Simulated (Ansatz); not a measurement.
`[BH2][GeH2][SiH3]` + `[OH][Al]([Cl])[Cl]` → `B[O][Al]([Cl])[Cl]` + `[SiH3][GeH3]`  (cleavage of the B–Ge bond)

Program: Ansatz. Geometries: PBE0-D4/def2-TZVP. ΔE: electronic, gas phase. CCSD(T)/CBS is the MP2 limit (def2-TZVPP, def2-QZVPP) plus CCSD(T) − MP2 in def2-TZVPP, frozen cores. DFT in def2-TZVPP. For Ge outer-core shells are correlated without core-valence functions, which leaves a few kJ/mol of doubt a bond. Scalar relativity is left out up to krypton. Each species was taken in one conformer, which may not be the lowest.

| level | ΔE (kJ/mol) | difference from CCSD(T)/CBS |
| --- | --- | --- |
| B97M-V | -150.7 | -11.6 |
| PBE0-D4 | -138.6 | 0.5 |
| BHLYP-D4 | -155.4 | -16.3 |
| CAM-B3LYP-D4 | -155.8 | -16.7 |
| PBE | -135.3 | 3.8 |
| MP2/def2-TZVPP | -143.2 | -4.1 |
| SCS-MP2/def2-TZVPP | -147.3 | -8.2 |
| CCSD/def2-TZVPP | -144.4 | -5.3 |
| SCS-MP2/def2-QZVPP | -146.5 | -7.4 |
| HF/CBS(def2) | -167.1 | -28.0 |
| CCSD(T)/CBS | -139.1 | 0 |

Q: What do rigid-rotor, harmonic-oscillator terms from PBE0-D4/def2-TZVP frequencies (298.15 K, 1 bar) make of the CCSD(T)/CBS value? (Best estimate.)

A: Computed: ΔZPE = -2.7 kJ/mol, ΔH = -141.7 kJ/mol, ΔS = -12 J/(mol·K), ΔG = -138.3 kJ/mol.

Largest T1 diagnostic among the species: 0.013.

Leaving LDA and LC-ωPBE aside and taking each functional with its dispersion term where it has one, the values, not all of them listed here, spread over 23.3 kJ/mol, from CAM-B3LYP-D4 to revPBE-D4. LDA lies −7.6 kJ/mol from PBE without D4. From PBE to PBE0 (25 % exact exchange), in def2-TZVPP and without D4, ΔE moves by −4.1 kJ/mol.
